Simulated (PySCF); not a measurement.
**Electron correlation in In (indium, neutral)**

[Kr] 4d10 5s2 5p1, 2P determinant. Calculation: PySCF 2.14, in cc-pVTZ-PP with ECP28MDF (5s4p3d1f, 39 functions); scalar relativity through the core potential. Frozen: 4s2 4p6 4d10; 3 electrons correlated.

MP2 pair energies summed by pair of shells (mhartree):

```csv
pair,energy,share (%)
5s-5s,-17.59,58.8
5s-5p,-12.31,41.2
```

Total MP2 correlation energy: -29.91 mhartree.

Same-spin part -2.22 and opposite-spin part -27.68 mhartree; SCS-MP2 scales them by 1/3 and 6/5 to -33.96 mhartree.

| level | correlation energy (mhartree) |
| --- | --- |
| CCSD | -41.45 |
| (T) | -0.75 |
| CCSD(T) | -42.20 |

Diagnostics: T1 = 0.013, D1 = 0.0311, largest double amplitude 0.082.

Problem. Is a single reference adequate?

Solution. Mostly. T1 lies below 0.03, but a double amplitude of this size points to a near-degeneracy that CCSD handles and MP2 describes poorly.
